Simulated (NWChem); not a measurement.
KOH; SMILES [OH][K]

```xyz
3

K     -0.1028    -0.7854     0.0000
O      0.2182     1.3730     0.0000
H      0.3592     2.3220     0.0000
```
Atoms are numbered in this order, from 1.

Computed with NWChem. The geometry was optimised at PBE0/def2-SVP. GIAO values for the isolated, static molecule; σ is the absolute isotropic shielding.

Q: Taking PBE0/pcSseg-3 as the yardstick, which of these has the fewest basis functions while keeping “σ O2 (ppm)” within 10 ppm of it: PBE0/pcSseg-0; PBE0/pcSseg-1; PBE0/pcSseg-2?

A: PBE0/pcSseg-2.
```tsv
level	basis functions	σ O2 (ppm)	relative time (rough)
PBE0/pcSseg-0	33	328.0	1
PBE0/pcSseg-1	60	317.5	2
PBE0/pcSseg-2	100	294.0	9
PBE0/pcSseg-3	174	290.2	40
```

The yardstick is one finite set, not the basis-set limit.
